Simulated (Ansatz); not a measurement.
In3H3S3Br6⁺, that is (Br2In-mu-SH)3 with one electron fewer. The state is a doublet with charge 1. Geometry PBE-D4/def2-SVP, that of the neutral singlet; atoms count from 1.

Cartesian coordinates in Å:
```
In -0.154 -1.231 -1.933
Br 0.036 -2.258 -4.196
Br -2.016 -1.853 -0.366
S 2.069 -1.416 -0.631
In 1.312 -0.911 1.815
Br 2.985 0.714 2.727
Br 0.962 -3.213 2.732
S -0.916 0.393 2.008
In -1.205 2.097 0.084
Br 0.033 4.107 0.918
Br -3.602 2.167 -0.629
S 0.011 1.343 -2.099
H 1.938 -2.756 -0.402
H -0.301 1.349 2.777
H -1.152 1.467 -2.806
```

In the def2 sets In takes a core potential; there is no spin–orbit coupling. Single mean-field runs in def2-TZVP are fitted with def2-universal-jkfit.

Problem. Estimate the Mulliken populations from the PBE0/def2-TZVP orbitals of Ansatz.

Solution. 
```json
{"atom": "In1", "charge (e)": "0.71", "spin (α − β)": "-0.01"}
{"atom": "Br2", "charge (e)": "-0.20", "spin (α − β)": "0.09"}
{"atom": "Br3", "charge (e)": "-0.22", "spin (α − β)": "0.14"}
{"atom": "S4", "charge (e)": "-0.27", "spin (α − β)": "0.01"}
{"atom": "In5", "charge (e)": "0.73", "spin (α − β)": "-0.02"}
{"atom": "Br6", "charge (e)": "-0.17", "spin (α − β)": "0.20"}
{"atom": "Br7", "charge (e)": "-0.16", "spin (α − β)": "0.20"}
{"atom": "S8", "charge (e)": "-0.28", "spin (α − β)": "0.00"}
{"atom": "In9", "charge (e)": "0.73", "spin (α − β)": "-0.02"}
{"atom": "Br10", "charge (e)": "-0.16", "spin (α − β)": "0.20"}
{"atom": "Br11", "charge (e)": "-0.14", "spin (α − β)": "0.23"}
{"atom": "S12", "charge (e)": "-0.28", "spin (α − β)": "0.00"}
{"atom": "H13", "charge (e)": "0.24", "spin (α − β)": "0.00"}
{"atom": "H14", "charge (e)": "0.23", "spin (α − β)": "0.00"}
{"atom": "H15", "charge (e)": "0.24", "spin (α − β)": "0.00"}
```
Mulliken values depend strongly on the basis.

Problem. Where does the spin sit?

Solution. Summed by element: In -0.06, Br 1.06, S 0.00, H 0.00, of 1 unpaired in all. Largest on single atoms: Br11 0.23, Br7 0.20, Br10 0.20.

Problem. And the Mayer bond orders between heavy atoms (over 0.3)?

Solution. In1–Br2 1.01 (2.49 Å); In1–Br3 0.87 (2.51 Å); In1–S4 0.67 (2.58 Å); In1–S12 0.67 (2.58 Å); S4–In5 0.65 (2.61 Å); In5–Br6 0.93 (2.50 Å); In5–Br7 0.93 (2.50 Å); In5–S8 0.66 (2.59 Å); S8–In9 0.67 (2.59 Å); In9–Br10 0.93 (2.50 Å); In9–Br11 0.92 (2.50 Å); In9–S12 0.65 (2.61 Å).
